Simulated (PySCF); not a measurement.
H₂O, SMILES [OH2+], charge +1, multiplicity 2. Atoms are numbered in the order given.

```xyz
3

O      0.0000     0.0000    -0.1159
H      0.0000     0.8204     0.4634
H      0.0000    -0.8204     0.4634
```
Charge +1, spin multiplicity 2.

Geometry: PBE0-D3(BJ)/def2-TZVPD.

Two levels are set side by side: PBE/pcH-1 (PySCF) and B3LYP/pcH-1 (PySCF). Contact hyperfine couplings, same geometry. Differences are taken from unrounded values.

| quantity | B3LYP |
|---|---|
| A(iso) of 17O, atom O1 (MHz) | -71.4 |
| A(iso) of 1H, atom H2 (MHz) | -73.1 |
| A(iso) of 1H, atom H3 (MHz) | -73.1 |

Task: What does PBE give, and how far is it from B3LYP? (An estimate is asked for; the answer gives what the named calculation found.)

Result: 
```csv
quantity,PBE,PBE minus B3LYP
"A(iso) of 17O, atom O1 (MHz)",-48.8,22.6
"A(iso) of 1H, atom H2 (MHz)",-67.8,5.3
"A(iso) of 1H, atom H3 (MHz)",-67.8,5.3
```

Rough cost on one machine, each run with all the roots and properties that it gave: B3LYP against PBE within a factor of 2.
